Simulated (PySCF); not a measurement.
17O chemical shifts

Theoretical values (PySCF): GFN2-xTB structure, shielding tensors at PBE0/pcSseg-1 (GIAO). One conformer, gas phase, relativity neglected, fast rotation and ring inversion assumed for equivalent nuclei.

Shieldings were converted by a linear fit to measured shifts: 17O: δ = 266.70 − 0.911σ (rms 10.7 ppm, 155 shifts, 12.2 ppm with the 3 outliers that the fit left out vs liquid water, solution or neat liquid). Occasional misses reach two or three times the rms, and more in compound classes unlike the fitted ones.

Give the 17O shifts of `C[Si@@H]([SiH3])COCC=O`, `COC(=O)CC([SiH3])[SiH3]`, `CC[C@H](O[SiH3])C(=O)NC`, `C=C[C@@H](CC)O[Si@H](N)O`, `CO[Si](N)(N)O`, `C#C[Si](O)(O)O[SiH2]C#N`.

## Answers


```csv
compound,environment,δ (ppm)
[CH3:1][Si@@H:2]([SiH3:3])[CH2:4][O:5][CH2:6][CH:7]=[O:8],O8: aldehyde oxygen,620.0
[CH3:1][Si@@H:2]([SiH3:3])[CH2:4][O:5][CH2:6][CH:7]=[O:8],O5: ether oxygen,-21.5
[CH3:1][O:2][C:3](=[O:4])[CH2:5][CH:6]([SiH3:7])[SiH3:8],O4: ester carbonyl oxygen,342.8
[CH3:1][O:2][C:3](=[O:4])[CH2:5][CH:6]([SiH3:7])[SiH3:8],O2: ester alkoxy oxygen,135.6
[CH3:1][CH2:2][C@H:3]([O:4][SiH3:5])[C:6](=[O:7])[NH:8][CH3:9],O7: amide-type carbonyl oxygen,294.9
[CH3:1][CH2:2][C@H:3]([O:4][SiH3:5])[C:6](=[O:7])[NH:8][CH3:9],"O4: oxygen bonded to C, Si",-22.4
[CH2:1]=[CH:2][C@@H:3]([CH2:4][CH3:5])[O:6][Si@H:7]([NH2:8])[OH:9],"O6: oxygen bonded to C, Si",28.2
[CH2:1]=[CH:2][C@@H:3]([CH2:4][CH3:5])[O:6][Si@H:7]([NH2:8])[OH:9],"O9: oxygen bonded to Si, H",7.5
[CH3:1][O:2][Si:3]([NH2:4])([NH2:5])[OH:6],"O6: oxygen bonded to Si, H",-1.1
[CH3:1][O:2][Si:3]([NH2:4])([NH2:5])[OH:6],"O2: oxygen bonded to C, Si",-14.9
[CH:1]#[C:2][Si:3]([OH:4])([OH:5])[O:6][SiH2:7][C:8]#[N:9],O6: oxygen bonded to 2 Si,19.3
[CH:1]#[C:2][Si:3]([OH:4])([OH:5])[O:6][SiH2:7][C:8]#[N:9],"O4/5: oxygen bonded to Si, H (×2)",12.9
```

In solution the two oxygens of a carboxylic acid give one averaged line by proton exchange, and hydrogen bonding shields acid and N–H amide carbonyl oxygens by tens of ppm; neither is in these numbers.
